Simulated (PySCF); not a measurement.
Stationary points of ScOF

These are results of PBE0 in PySCF with Sc def2-TZVP, O def2-TZVP, F def2-TZVP; no relativity; density-fitted integrals, not measurements.

Relaxations began from a few typed shapes. The search is not exhaustive: other isomers or separated fragments can lie lower, and high-lying points may rest on an excited occupation.

```
   spin  group                       bonds         angles  imaginary modes (cm⁻¹)  ΔE (kJ/mol)  ΔE with ZPE (kJ/mol)
singlet     Cs  Sc–F 1.891 Å, Sc–O 1.671 Å  F–Sc–O 120.9°                    none          0.0                   0.0
singlet    C∞v  Sc–F 1.976 Å, Sc–O 1.691 Å  F–Sc–O 180.0°              184i, 184i         43.9                     –
```

The lowest minimum found is the singlet Cs: Sc–F 1.891 Å, Sc–O 1.671 Å; F–Sc–O 120.9°.

Formally Sc is in oxidation state +3, d0. The polar-tensor charge on Sc, 1.94, is below the formal one.
